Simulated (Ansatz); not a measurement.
Ansatz (a program for electronic structure) input (CCSD(T)/def2-TZVPPD):
A basis named .json is the Basis Set Exchange file of that set.

Ansatz 0.2 input:
```yaml
crystal:
  periodic: [false, false, false]
  atoms:
    - {symbol: O, position_ang: [-0.00000000, -0.00000000, -1.33415556]}
    - {symbol: Se, position_ang: [0.00000000, 0.00000000, 0.31391896]}
basis:
  gaussian:
    orbitals: def2-TZVPPD.json
total_charge: 1
magnetization: {spin_polarized: true, initial_magnetization: 1}
correlation: {method: ccsd_t, electrons: outside_noble_gas}
```

Output:

```
Functional definition: HF
integrals: 0.16 GiB planned
613 factors; integrals over basis functions are off by at most 1.7e-3 eV
mean field: 0.26 GiB planned
mean field evaluation 1: about -67317.0246 eV, gradient 5.5e1 eV
mean field evaluation 2: about -67317.0281 eV, gradient 5.5e1 eV
mean field evaluation 4: about -67329.0487 eV, gradient 6.3e0 eV
mean field evaluation 8: about -67329.3045 eV, gradient 2.9e-1 eV
mean field evaluation 16: about -67330.2129 eV, gradient 7.5e-1 eV
mean field evaluation 32: about -67330.4567 eV, gradient 3.8e-3 eV
mean field evaluation 64: about -67329.3087 eV, gradient 9.0e-2 eV
mean field evaluation 96: about -67328.8317 eV, gradient 1.5e-6 eV
mean field evaluation 128: about -67328.8317 eV, gradient 1.4e-6 eV
mean field evaluation 160: about -67329.6433 eV, gradient 7.5e0 eV
mean field evaluation 192: about -67328.8317 eV, gradient 5.8e-5 eV
mean field evaluation 224: about -67328.6847 eV, gradient 5.5e0 eV
mean field evaluation 256: about -67330.1845 eV, gradient 1.1e0 eV
mean field evaluation 288: about -67330.0707 eV, gradient 2.5e0 eV
mean field evaluation 320: about -67328.5337 eV, gradient 4.7e0 eV
mean field evaluation 352: about -67329.3774 eV, gradient 2.8e0 eV
mean field evaluation 384: about -67329.2831 eV, gradient 2.4e-1 eV
mean field evaluation 416: about -67326.4623 eV, gradient 4.2e0 eV
mean field evaluation 448: about -67329.5204 eV, gradient 3.4e0 eV
mean field evaluation 480: about -67329.1695 eV, gradient 3.3e0 eV
mean field evaluation 512: about -67326.7354 eV, gradient 1.4e-1 eV
mean field evaluation 544: about -67328.8317 eV, gradient 7.9e-3 eV
mean field evaluation 576: about -67330.4567 eV, gradient 1.2e-3 eV
mean field evaluation 608: about -67329.7783 eV, gradient 4.7e0 eV
mean field evaluation 640: about -67330.2284 eV, gradient 4.0e-4 eV
mean field evaluation 672: about -67329.2701 eV, gradient 4.7e0 eV
mean field evaluation 704: about -67329.4383 eV, gradient 7.2e-1 eV
mean field evaluation 736: about -67329.3105 eV, gradient 9.7e-3 eV
mean field -67330.45670465 eV, -2474.3486456732 hartree, gradient 4.0e-6 eV, S^2 1.517641; 13 other end points of the search recorded, 0 dependent functions left out
determinant -67330.45670465 eV, -2474.3486456732 hartree, with singles and doubles -67339.82292696 eV, -2474.6928479943 hartree
determinant -67330.22839756 eV, -2474.3402555423 hartree, with singles and doubles -67339.79362249 eV, -2474.6917710751 hartree
determinant -67328.83173190 eV, -2474.2889290259 hartree, with singles and doubles -67337.15735320 eV, -2474.5948899655 hartree
determinant -67330.45670465 eV, -2474.3486456732 hartree, with singles and doubles -67339.93632716 eV, -2474.6970153751 hartree
determinant -67330.22839756 eV, -2474.3402555423 hartree, with singles and doubles -67339.91584759 eV, -2474.6962627646 hartree
determinant -67329.31050839 eV, -2474.3065237374 hartree, with singles and doubles -67339.99177606 eV, -2474.6990530843 hartree
15 core orbitals not correlated
reference -67330.45670465 eV, -2474.3486456732 hartree; 6, 5 occupied and 76, 77 virtual orbitals, 613 factors
second order -8.10862850 eV of doubles, -0.00000000 eV of singles
coupled cluster: 0.35 GiB planned
cycle   1  -9.47962549 eV  change   -3.0e-6 eV  update   4.2e-6
coupled cluster: 0.36 GiB planned
perturbative correction -0.59665598 eV, -0.0219267027 hartree
Total energy: -67340.53298612 eV, -2474.7189421871 hartree
```

This state (charge 1, doublet) is run at the relaxed geometry of the species with charge 0 and multiplicity 3.

The determinant is spin-contaminated: <S^2> is 1.52 against 0.75 for a pure state.
